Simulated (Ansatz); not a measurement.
Consider the silylene loss: `[SiH3][O][GeH2][O][SiH3]` → `[OH][GeH2][O][SiH3]` + `[SiH2]`.

Program: Ansatz. Geometries: PBE0-D4/def2-TZVP. ΔE: electronic, gas phase. CCSD(T)/CBS is the MP2 limit (def2-TZVPP, def2-QZVPP) plus CCSD(T) − MP2 in def2-TZVPP, frozen cores. This one scheme is used for every species. DFT in def2-TZVPP. B3LYP here is the variant with VWN-RPA as its local correlation; programs differ in this. For Ge outer-core shells are correlated without core-valence functions, which leaves a few kJ/mol of doubt a bond. Scalar relativity is left out up to krypton. Each species was taken in one conformer, which may not be the lowest.

Is it downhill or uphill in electronic energy at CCSD(T)/CBS, and by how much? (Best estimate.)

Computed: Uphill: ΔE = +80.5 kcal/mol.

What do these levels give: B3LYP-D4, ωB97X-V, ωB97M-V, B2PLYP, PBE, r2SCAN, PBE0, B3LYP, HF/def2-TZVPP, SCS-MP2/def2-TZVPP, HF/def2-QZVPP, HF/CBS(def2)? (Estimate.)

Ansatz gave: B3LYP-D4 79.7, ωB97X-V 82.5, ωB97M-V 78.8, B2PLYP 79.5, PBE 75.3, r2SCAN 83.5, PBE0 78.9, B3LYP 76.1, HF/def2-TZVPP 80.1, SCS-MP2/def2-TZVPP 82.0, HF/def2-QZVPP 80.7, HF/CBS(def2) 80.8 kcal/mol.

Largest T1 diagnostic among the species: 0.014.

The D4 term adds +3.6 kcal/mol with B3LYP and +2.1 kcal/mol with PBE0; it sums over pairs of atoms, weighted by their polarisabilities, and B3LYP, whose exchange is more repulsive, gets the larger term. From PBE to PBE0 (25 % exact exchange), in def2-TZVPP and without D4, ΔE moves by +3.6 kcal/mol.
